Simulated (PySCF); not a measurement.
Correlation energy of Be (beryllium, neutral)

[He] 2s2, closed-shell 1S. All numbers are calculated (PySCF 2.14, the non-relativistic Hamiltonian (point nucleus), in cc-pVDZ (3s2p1d, 14 functions)). Frozen: 1s2; 2 electrons correlated.

Total MP2 correlation energy: -25.61 mhartree.

Same-spin part 0.00 and opposite-spin part -25.61 mhartree; SCS-MP2 scales them by 1/3 and 6/5 to -30.73 mhartree.

With two correlated electrons CCSD is exact within the correlated space (frozen core and kept virtual orbitals).

```csv
level,correlation energy (mhartree)
CCSD,-44.51
```

Diagnostics: T1 = 0.016, D1 = 0.0229, largest double amplitude 0.150.

**Question.** Is a single reference adequate?

**Answer.** Mostly. T1 lies below 0.03, but a double amplitude of this size points to a near-degeneracy that CCSD handles and MP2 describes poorly.
